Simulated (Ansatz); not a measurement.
Reaction (formal exchange of groups at the Si–Si bond): `F[SiH]([SiH3])Cl` + `N/C=C(/F)S` → `F/C(S)=C\[SiH3]` + `N[SiH](F)Cl`

Isolated molecules relaxed with PBE0-D4/def2-TZVP in Ansatz; ΔE leaves out vibrations. CCSD(T)/CBS is the MP2 limit (def2-TZVPP, def2-QZVPP) plus CCSD(T) − MP2 in def2-TZVPP, frozen cores. Double bonds are as drawn, so ΔE can hold a change between cis and trans. DFT in def2-TZVPP. HSE06 is defined as in plane-wave codes. One conformer a species, not always the lowest.

`F[SiH]([SiH3])Cl`:

Cartesian coordinates in Å:
```
F -1.691 1.475 -0.215
Si -0.300 1.002 0.413
Si 0.225 -1.146 -0.349
Cl 1.150 2.306 -0.216
H -0.413 1.145 1.883
H -0.829 -2.107 0.068
H 1.526 -1.548 0.246
H 0.333 -1.126 -1.830
```

`N/C=C(/F)S`:

Z-matrix (Å, degrees):
```
N
C 1 1.375
H 1 1.007 2 115.4
H 1 1.010 2 114.5 3 134.3
C 2 1.335 1 126.0 3 -148.9
H 2 1.085 1 116.0 3 35.4
S 5 1.737 2 124.8 1 9.3
F 5 1.353 2 118.7 1 -173.6
H 7 1.349 5 98.7 2 -99.9
```

`F/C(S)=C\[SiH3]`:

Z-matrix (Å, degrees):
```
Si
C 1 1.857
H 1 1.483 2 111.0
H 1 1.488 2 110.6 3 121.2
H 1 1.487 2 108.6 3 -120.6
C 2 1.327 1 125.0 3 -19.0
H 2 1.085 1 119.3 3 160.5
S 6 1.750 2 125.4 1 172.3
F 6 1.338 2 121.5 1 -4.0
H 8 1.344 6 95.5 2 151.7
```

`N[SiH](F)Cl`:

Z-matrix (Å, degrees):
```
Si
F 1 1.593
Cl 1 2.039 2 105.8
N 1 1.685 2 114.5 3 -118.7
H 1 1.471 2 106.2 3 118.7
H 4 1.006 1 122.2 2 81.4
H 4 1.006 1 121.7 2 -76.3
```

(1) Is it downhill or uphill in electronic energy at CCSD(T)/CBS, and by how much? (Best estimate.)

(2) What do these levels give: HSE06-D4, B2PLYP, PBE0, MP2/def2-SVP, CCSD/def2-TZVPP, HF/CBS(def2)? (An estimate is asked.)

Largest T1 diagnostic among the species: 0.013.

## Answers

(1) Ansatz gave: Downhill: ΔE = -142.2 kJ/mol.

(2) Ansatz gave: HSE06-D4 -119.4, B2PLYP -139.9, PBE0 -119.3, MP2/def2-SVP -137.6, CCSD/def2-TZVPP -144.6, HF/CBS(def2) -152.6 kJ/mol.

At CCSD(T), def2-SVP lies +17.0 kJ/mol from the extrapolated value and def2-TZVPP −0.6 kJ/mol. From r2SCAN to r2SCAN0 (25 % exact exchange), in def2-TZVPP and without D4, ΔE moves by −3.9 kJ/mol. Leaving LDA and LC-ωPBE aside and taking each functional with its dispersion term where it has one, the values, not all of them listed here, spread over 32.9 kJ/mol, from ωB97M-V to PBE-D4.
